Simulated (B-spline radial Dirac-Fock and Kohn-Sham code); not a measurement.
**Diagram lines of Gd⁵⁺**

System: the Gd⁵⁺ ion in the configuration [Kr] 4d10 4f6 5s2 5p5.

Method: Dirac-Fock ΔSCF + Breit + QED. Computed with a radial atomic solver. A line energy is the difference of two single-hole energies; the list is a selection of electric-dipole transitions between resolved j subshells. Electron correlation is not included.

| line | energy (keV) | wavelength (Å) |
| --- | --- | --- |
| Kβ2'' | 49.926 | 0.24834 |
| Kβ1 | 48.687 | 0.25466 |
| Kβ3 | 48.543 | 0.25541 |
| Kα1 | 42.993 | 0.28838 |
| Kα2 | 42.305 | 0.29307 |
| Lγ2 | 8.0710 | 1.5362 |
| Lγ1 | 7.7809 | 1.5934 |
| Lγ5 | 7.5430 | 1.6437 |
| Lβ7 | 7.2075 | 1.7202 |
| Lβ2 | 7.0990 | 1.7465 |
| Lβ15 | 7.0933 | 1.7479 |
| Lβ6 | 6.8553 | 1.8086 |
| Lβ3 | 6.8321 | 1.8147 |
| Lβ1 | 6.7127 | 1.8470 |
| Lβ4 | 6.6887 | 1.8536 |
| Lα1 | 6.0555 | 2.0475 |
| Lη | 6.0435 | 2.0515 |
| Lα2 | 6.0251 | 2.0578 |
| Lℓ | 5.3559 | 2.3149 |
| Mγ | 1.4054 | 8.8219 |
